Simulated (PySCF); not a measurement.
C₆H₁₆SSi, SMILES `CC[Si](CC)(CC)S`, neutral singlet in the gas phase. 

Cartesian coordinates (Å):
SMILES: CC[Si](S)(CC)CC
```xyz
24

C      1.5303     2.1771     1.1753
C      0.3878     1.1974     1.4223
Si    -0.3098     0.3964    -0.1363
S     -1.0772     1.9257    -1.4731
C     -1.6899    -0.8031     0.3264
C     -2.3209    -1.5309    -0.8560
C      1.0389    -0.4537    -1.1414
C      1.7362    -1.5878    -0.3933
H      1.8670     2.6610     2.1056
H      2.4060     1.6750     0.7339
H      1.2251     2.9702     0.4747
H     -0.4479     1.7001     1.9414
H      0.7062     0.3848     2.1009
H     -1.9915     2.3944    -0.5952
H     -2.4550    -0.2324     0.8828
H     -1.2752    -1.5231     1.0558
H     -1.5897    -2.1723    -1.3736
H     -3.1571    -2.1764    -0.5443
H     -2.7067    -0.8154    -1.5991
H      0.5858    -0.8264    -2.0762
H      1.7693     0.3132    -1.4520
H      2.2222    -1.2309     0.5292
H      1.0286    -2.3802    -0.1004
H      2.5175    -2.0628    -1.0074
```
Charge 0, spin multiplicity 1.

All levels are single points at this geometry (PBE0-D4/def2-SVP); Pople sets use spherical d functions. Orbital energies aren't observables, and empty levels follow the basis.

```tsv
level	HOMO (eV)	LUMO (eV)	gap (eV)	dipole (D)	vertical IE, Delta-SCF (eV)
PBE0-D4/def2-TZVP in PySCF	-6.99	0.58	7.57	1.80	8.88
B3LYP/3-21G in PySCF	-6.62	1.30	7.93	2.58	–
B3LYP/6-311+G** in PySCF	-6.77	-0.37	6.40	1.94	–
B3LYP/6-31G* in PySCF	-6.57	1.02	7.59	2.10	8.73
SVWN5/6-31G* in PySCF	-5.66	0.15	5.82	2.15	–
HF/STO-3G in PySCF	-6.82	10.82	17.64	1.46	–
```
